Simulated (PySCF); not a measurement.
Si(H)2(F)(NMe2) (C2H8FNSi), SMILES [SiH2](N(C)C)F.

Coordinates come from a B3LYP-D3(BJ)/def2-SVP optimisation. This is a generated structure with no PubChem entry under its InChIKey; it may be hypothetical. Other conformers were not sampled.

Computed with TDA-B3LYP/def2-SVPD in PySCF.

Vertical excitations. Isolated molecule, no solvent. State labels are in the subgroup Cs.

Computed UV-visible absorptions:
```json
[
 {"state": "S1", "symmetry": "A'", "energy (eV)": "5.91", "λ (nm)": "210", "f": "0.010", "main pairs": "HOMO→LUMO 96 %"},
 {"state": "S2", "symmetry": "A'", "energy (eV)": "6.59", "λ (nm)": "188", "f": "0.109", "main pairs": "HOMO→LUMO+1 90 %"},
 {"state": "S3", "symmetry": "A'", "energy (eV)": "6.77", "λ (nm)": "183", "f": "0.041", "main pairs": "HOMO→LUMO+2 89 %"},
 {"state": "S4", "symmetry": "A\"", "energy (eV)": "6.89", "λ (nm)": "180", "f": "0.000", "main pairs": "HOMO→LUMO+3 98 %"},
 {"state": "S5", "symmetry": "A'", "energy (eV)": "7.16", "λ (nm)": "173", "f": "0.016", "main pairs": "HOMO→LUMO+4 95 %"},
 {"state": "S6", "symmetry": "A'", "energy (eV)": "7.56", "λ (nm)": "164", "f": "0.016", "main pairs": "HOMO→LUMO+5 97 %"},
 {"state": "S7", "symmetry": "A\"", "energy (eV)": "7.64", "λ (nm)": "162", "f": "0.001", "main pairs": "HOMO→LUMO+6 97 %"},
 {"state": "S8", "symmetry": "A'", "energy (eV)": "8.18", "λ (nm)": "152", "f": "0.045", "main pairs": "HOMO→LUMO+7 95 %"},
 {"state": "S9", "symmetry": "A'", "energy (eV)": "8.35", "λ (nm)": "148", "f": "0.031", "main pairs": "HOMO→LUMO+8 96 %"},
 {"state": "S10", "symmetry": "A\"", "energy (eV)": "8.47", "λ (nm)": "146", "f": "0.020", "main pairs": "HOMO−1→LUMO 76 %, HOMO−1→LUMO+1 13 %"},
 {"state": "T1", "symmetry": "A'", "energy (eV)": "5.70", "λ (nm)": "217", "f": "0", "main pairs": "HOMO→LUMO 84 %"},
 {"state": "T2", "symmetry": "A'", "energy (eV)": "5.99", "λ (nm)": "207", "f": "0", "main pairs": "HOMO→LUMO+1 85 %"},
 {"state": "T3", "symmetry": "A'", "energy (eV)": "6.47", "λ (nm)": "192", "f": "0", "main pairs": "HOMO→LUMO+2 91 %"},
 {"state": "T4", "symmetry": "A\"", "energy (eV)": "6.77", "λ (nm)": "183", "f": "0", "main pairs": "HOMO→LUMO+3 95 %"}
]
```
Triplets are in the Tamm–Dancoff approximation.
